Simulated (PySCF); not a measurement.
This PySCF input asks for the NMR shieldings of SMILES C1=C(S)OC([SiH2]C)=C1, C₅H₈OSSi; the geometry comes from GFN2-xTB.

```python
import basis_set_exchange as bse
import numpy as np
from pyscf import gto, dft
from pyscf.prop import nmr

atoms = """
C    -2.397671    0.942523   -0.607152
Si   -1.707660   -0.253622    0.695582
C     0.119698   -0.508372    0.358259
C     0.903401   -1.612366    0.161886
C     2.223900   -1.162714   -0.057124
C     2.154426    0.198872    0.022841
S     3.400820    1.417380   -0.146919
O     0.901256    0.606952    0.271922
H    -1.895658    1.905456   -0.562188
H    -3.458585    1.117515   -0.455572
H    -2.268153    0.551587   -1.613013
H    -1.876540    0.319386    2.037380
H    -2.344798   -1.570596    0.612566
H     0.570874   -2.630001    0.171942
H     3.099234   -1.746767   -0.250070
H     2.567857    2.433711    0.066344
"""
names = dict.fromkeys(["C", "Si", "S", "O", "H"], "pcSseg-1")
basis = {el: gto.basis.parse(bse.get_basis(n, elements=[el], fmt="nwchem")) for el, n in names.items()}
mol = gto.M(atom=atoms, basis=basis, charge=0, verbose=0)
mf = dft.RKS(mol, xc="PBE0")
mf.grids.level = 2
mf.grids.alignment = dft.numint.BLKSIZE   # the property module wants whole blocks of grid points
mf.conv_tol = 1e-9
mf.kernel()

calc = nmr.RKS(mf)   # GIAO
C = mf.mo_coeff
Co = C[:, mf.mo_occ > 0]
resp = mf.gen_response(singlet=True, hermi=2)
def vind(x):   # induced exchange potential for any number of trial vectors
    d = np.einsum("pi,xij,qj->xpq", C, 2 * x.reshape(-1, C.shape[1], Co.shape[1]), Co, optimize=True)
    return np.einsum("xpq,pi,qj->xij", resp(d - d.transpose(0, 2, 1)), C, Co, optimize=True).ravel()
mo1, _ = nmr.rhf.solve_mo1(calc, with_cphf=vind)
sigma = calc.kernel(mo1)
for i, s in enumerate(sigma):   # ppm
    w = np.linalg.eigvalsh((s + s.T) / 2)
    print("%2d %-2s iso %8.1f  s11 %8.1f  s22 %8.1f  s33 %8.1f" % (i, mol.atom_pure_symbol(i), w.mean(), *w))
```

Problem. Give the expected output.

Solution. 
```
 0 C  iso    192.4  s11    187.3  s22    192.3  s33    197.6
 1 Si iso    407.0  s11    378.9  s22    408.6  s33    433.6
 2 C  iso     30.4  s11    -37.9  s22     25.6  s33    103.3
 3 C  iso     55.4  s11    -41.8  s22     58.2  s33    149.9
 4 C  iso     75.7  s11     -8.2  s22     77.0  s33    158.3
 5 C  iso     31.3  s11    -41.2  s22     46.2  s33     89.0
 6 S  iso    539.0  s11    296.4  s22    503.5  s33    817.1
 7 O  iso     15.9  s11    -79.5  s22    -70.7  s33    197.8
 8 H  iso     31.1  s11     25.9  s22     29.7  s33     37.6
 9 H  iso     31.6  s11     27.0  s22     27.9  s33     39.8
10 H  iso     31.5  s11     27.3  s22     29.1  s33     38.0
11 H  iso     27.0  s11     23.9  s22     25.1  s33     31.9
12 H  iso     27.2  s11     23.3  s22     26.1  s33     32.3
13 H  iso     24.7  s11     22.7  s22     24.6  s33     26.9
14 H  iso     25.4  s11     22.6  s22     25.7  s33     27.9
15 H  iso     27.5  s11     20.3  s22     27.2  s33     34.9
```

These numbers come from an equivalent density-fitted implementation of the same equations, which agrees with the script to about 0.01 ppm for H and up to a few tenths of a ppm for heavy atoms, so last digits may differ.

Problem. Turn these shieldings into chemical shifts. Shifts are taken against calculated references (same method and geometry level): TMS for ¹³C (σ = 186.93 ppm) and ²⁹Si (σ = 349.16 ppm) and ¹H (σ = 31.72 ppm); CS2 for ³³S (σ = 503.73 ppm); ¹⁷O (σ = 336.08 ppm) vs H2O.

Solution. Averaging equivalent atoms: C 2: 156.6; C 5: 155.6; C 3: 131.5; C 4: 111.2; C 0: -5.5; Si 1: -57.9; S 6: -35; O 7: 320.2; H 13: 7.00; H 14: 6.29; H 11/12: 4.62; H 15: 4.25; H 8/9/10: 0.34 ppm. Unscaled 17O shifts of doubly bonded oxygen tend to come out too high, by tens of ppm or more. Experimental scales use liquid or dissolved standards, which lie at an offset from isolated H2O (liquid H2O: subtract about 36 ppm).

Size and cost of the density-fitted run: 190 basis functions, 53 s wall time on 1 thread of an Arm Neoverse N1, shared host; peak memory 0.84 GiB.
